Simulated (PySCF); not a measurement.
Structure with atom numbers: `[NH2:1][B@H-:2]([NH3+:3])[B:4]([Cl:5])[Cl:6]` (H(Xn): hydrogen on atom n).

Geometry: PBE0-D3(BJ)/def2-SVP; GIAO absolute shieldings from PySCF 2.14.0 with density-fitted response routines, gas phase, non-relativistic, averaged over equivalent atoms.

At BP86/pcSseg-1 (146 basis functions, 21 s wall time on 1 thread of an Arm Neoverse V1, shared host):
```csv
atoms,σ (ppm)
N3,194.9
N1,231.7
B4,13.1
B2,109.1
Cl5/Cl6,606.9
H(B2),28.06
H(N3),28.56
H(N1),30.76
```

Question: Predict the values at OPBE/pcSseg-1 on the same geometry.

Answer: 
| atoms | σ at OPBE/pcSseg-1 | change |
| --- | --- | --- |
| N3 | 201.8 | +6.9 |
| N1 | 235.9 | +4.2 |
| B4 | 25.1 | +12.0 |
| B2 | 115.1 | +6.0 |
| Cl5/Cl6 | 633.8 | +26.9 |
| H(B2) | 28.00 | -0.06 |
| H(N3) | 28.45 | -0.11 |
| H(N1) | 30.75 | -0.01 |

The largest change is at Cl5/Cl6 (chlorine bonded to B). Cost: 146 basis functions, 22 s wall time on 1 thread of an Arm Neoverse V1, shared host.
